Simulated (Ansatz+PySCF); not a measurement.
## singlet HBr: levels of theory in one basis

```yaml
atoms:
  - { symbol: H, position_ang: [0.0000, 0.0000, -1.3826] }
  - { symbol: Br, position_ang: [0.0000, 0.0000, 0.0395] }
```

Basis set: def2-SVP (spherical functions). Correlated methods keep 9 orbitals frozen. Charge 0, multiplicity 1.

Computed with Ansatz (development build ahead of 0.2.0); each method stands on the lowest determinant of its kind that the runs found. NEVPT2 correlates all electrons. Active spaces start from the frontier orbitals, and the lowest solution found is given.

```tsv
method	E − E(RHF) (eV)	<S²> of the determinant
RHF	0.00	0.00
RHF-MP2	-6.56	–
RHF-CCSD(T)	-6.88	–
CASSCF(8,5)	-0.50	–
CASSCF(2,2)	-0.46	–
SC-NEVPT2(2,2)	-7.53	–
SC-NEVPT2(8,5)	-7.21	–
```

Q: What does RHF-CCSD give on the same scale?

A: -6.76 eV.

Q: Is a single determinant a sound starting point here?

A: By this sign, yes. Unrestricted orbitals gain 0.00 eV and <S²> is 0.00 against 0.00 for a pure state. The CASSCF(8,5) natural occupations are 2.00, 2.00, 2.00, 1.97, 0.03. The CASSCF(2,2) natural occupations are 1.97, 0.03.

Caution for CASSCF(2,2), SC-NEVPT2(2,2): other starts end on other solutions of this active space.
